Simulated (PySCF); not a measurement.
## Working with the constants of BeGa⁻

ROHF-SCS-MP2 constants of BeGa⁻, ³Σ⁻ (triplet), unpaired electrons π ↑↑ (basis Be aug-cc-pVDZ-DK, Ga aug-cc-pVDZ-DK; spin-free X2C with a Gaussian nucleus; PySCF 2.14; masses 9.0122 and 68.9256 u):

```
ωe   : 418.0 cm⁻¹
ωexe : 5.04 cm⁻¹
Be   : 0.40261 cm⁻¹
αe   : 0.00510 cm⁻¹
```

Problem. What force constant and bond length do these constants imply?

Solution. Reduced mass μred = 7.9701 u; k = 5.8918×10⁻⁷·μred·ωe² (u, cm⁻¹, mdyn/Å) = 0.820 mdyn/Å; Re = √(16.8576/(μred·Be)) (u, cm⁻¹, Å) = 2.292 Å.

Problem. Estimate the centrifugal constant D from the Kratzer relation and find the Dunham coefficient a1.

Solution. D = 4Be³/ωe² = 1.49e-06 cm⁻¹; a1 = −1 − αeωe/(6Be²) = -3.19.

Correlated steps freeze 9 core orbitals. Spin–orbit coupling is left out. The state was picked by a PBE0 search and need not be the measured ground state.
